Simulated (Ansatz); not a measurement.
A run for Ansatz (a first-principles code): R-SVWN5/def2-TZVPP on CH5BO (SMILES CBO), a point of a torsion scan.

Ansatz 0.2 input:
```yaml
crystal:
  periodic: [false, false, false]
  atoms:
    - {symbol: C, position_ang: [0.87909607, -0.14825898, 0.02283286]}
    - {symbol: B, position_ang: [-0.46271877, 0.70787915, 0.00725564]}
    - {symbol: O, position_ang: [-1.52703072, 0.35070605, -0.70977844]}
    - {symbol: H, position_ang: [1.30105145, -0.22605902, -0.97917148]}
    - {symbol: H, position_ang: [1.64731819, 0.26672105, 0.66758227]}
    - {symbol: H, position_ang: [0.68833047, -1.16830964, 0.35606944]}
    - {symbol: H, position_ang: [-0.59057868, 1.70016702, 0.62144429]}
    - {symbol: H, position_ang: [-1.45406772, -0.45621732, -1.22344609]}
basis:
  gaussian:
    orbitals: def2-TZVPP
hamiltonian:
  xc: {name: SVWN5}
scf: {lower_state_search: off}
```

Output:

```
WARN ansatz: RAYON_NUM_THREADS=2 ignored (pool sized by the plan → 2); use --threads N
Functional definition: SVWN5
these checks for a lower state are left out or cut short: stability, starts, cluster_reference, orbital_swaps, neighbouring_geometries, increment
integrals: 0.05 GiB planned
795 factors; their error is unknown
mean field: 0.50 GiB planned
mean field evaluation 1: about -3799.0502 eV, gradient 7.9e1 eV
mean field evaluation 2: about -3775.2418 eV, gradient 1.3e2 eV
mean field evaluation 4: about -3811.3674 eV, gradient 1.1e1 eV
mean field evaluation 8: about -3811.6108 eV, gradient 4.0e-1 eV
mean field evaluation 16: about -3811.6110 eV, gradient 1.2e-5 eV
mean field -3811.61104399 eV, -140.0741222638 hartree, gradient 1.5e-6 eV, S^2 0.000000; 0 other end points of the search recorded, 0 dependent functions left out
reference -3811.61107950 eV, -140.0741235688 hartree; 12, 12 occupied and 151, 151 virtual orbitals, 795 factors
Total energy: -3811.61107950 eV, -140.0741235688 hartree
Checks for a lower state left out: stability, starts, cluster_reference, orbital_swaps, neighbouring_geometries, increment
```

The calculation finished and met its thresholds.

Cost: about 0.7 core-seconds (a rough figure).
